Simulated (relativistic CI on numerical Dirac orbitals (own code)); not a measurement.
Computed by Dirac-Coulomb-Breit CI, separate exchange-only KLI orbitals for each configuration, model QED, unscaled Slater integrals (own radial code, finite nucleus).

The strongest absorption lines from the ground level of an ion, among the configurations computed and to levels below about 16300 eV (vacuum wavelength in Å, gf): 0.7612 (0.043), 0.7654 (0.026), 0.8433 (0.1), 0.8536 (0.064), 1.0995 (0.36), 1.1421 (0.27), 7.7322 (0.25), 65.325 (0.013).

(1) Which ion is it?
A. Ta LXXI
B. Ta LXIX
C. Pm LIX
D. Ho LXV

## Answers

(1) A. Ta LXXI has 3 electrons and the ground level 2s 2S_1/2; the strongest line goes to 3p 2P°_3/2. The pattern of lines fixes the number of electrons, and along that sequence the line energies rise steadily with the charge (about as its square where n changes within one kind of shell, about linearly where n is kept but much faster in heavy ions where fine structure, which grows about as Z⁴, sets the gap, and irregularly where shells cross), which fixes Z. Configurations outside the model, such as inner-shell arrays, can give stronger lines. At this charge energies of transitions that change n are usually good to better than 1 %, and those within a shell (Δn = 0) to a few per cent.
